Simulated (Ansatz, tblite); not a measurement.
Forces on Te₆As₄ at its r2SCAN-D4/def2-SVP geometry. Total charge 0; singlet.

In the def2 sets Te takes a core potential; there is no spin–orbit coupling. The xTB rows come from tblite. The structure comes from a short search, and lower isomers may exist.

GFN1-xTB (tblite), largest force 1.29 eV/Å:

```xyz
10
positions Å, forces eV/Å
As    1.109    2.591   -0.726   -0.043   -1.170    0.532
As   -0.914   -1.805   -2.092    0.678    0.396    1.019
As   -2.162    0.569    1.371    0.553   -0.082   -0.554
As    1.737   -1.023    0.717   -0.820    0.536   -0.511
Te   -1.222    2.824    0.476    0.510   -0.797   -0.063
Te    0.578   -3.329   -0.736   -0.338    1.072    0.012
Te    2.894    1.702    0.827   -0.986   -0.335   -0.425
Te   -2.918   -0.859   -0.669    0.920    0.092    0.214
Te    1.066    0.016   -1.628   -0.598    0.052    0.717
Te   -0.168   -0.687    2.461    0.124    0.236   -0.943
```

GFN2-xTB (tblite), largest force 0.81 eV/Å:

```
As -0.114 -0.609 -0.026
As 0.357 0.414 0.292
As 0.362 -0.210 0.139
As -0.473 0.338 -0.387
Te 0.252 -0.178 -0.081
Te -0.283 -0.048 -0.095
Te -0.137 0.270 0.004
Te 0.313 -0.044 -0.039
Te -0.243 -0.126 0.765
Te -0.034 0.194 -0.573
```

r2SCAN-D4/def2-SVP (Ansatz), largest force 0.02 eV/Å:

```
As 0.003 -0.007 0.001
As 0.007 0.001 0.004
As -0.001 0.000 0.000
As 0.005 -0.006 0.013
Te -0.003 -0.001 0.001
Te -0.003 0.003 -0.003
Te -0.003 0.002 -0.003
Te -0.002 0.002 0.002
Te -0.004 0.006 -0.013
Te 0.000 0.000 -0.002
```
